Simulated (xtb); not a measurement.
C3H8BNO, SMILES C=CB(N)OC. All values are semi-empirical tight-binding results from xtb (GFN2-xTB unless named), good for trends rather than for accurate numbers. Coordinates come from a GFN2-xTB optimisation. The values are those of a single conformer.

Computed properties:
```yaml
point_group_as_xtb_finds_it: Cs
orbital_gap: 4.69 eV
dipole_moment: 2.51 D
zero_point_energy: 70.7 kcal/mol
G − E(el) at 298.15 K (modified RRHO): 50.7 kcal/mol
static polarisability (D4 model): 64.4 bohr³
solvation energy, GFN2-xTB/ALPB(water): -3.5 kcal/mol
solvation energy, GFN2-xTB/ALPB(ch2cl2): -6.4 kcal/mol
```

Computed IR lines (harmonic; lines under 4 % of the strongest left out, lines within 3 cm⁻¹ merged):
ν (cm⁻¹): 458 (vs), 647 (m), 827 (w), 924 (w), 992 (w), 1044 (w), 1082 (w), 1238 (vs), 1277 (s), 1335 (vs), 1409 (w), 1414 (w), 1485 (w), 1535 (m), 1673 (w), 2910 (m), 2925 (m), 2983 (w), 3012 (m), 3069 (m), 3116 (m) (against the strongest line: vs over 80 %, s over 45 %, m over 15 %, w over 4 %, vw less)
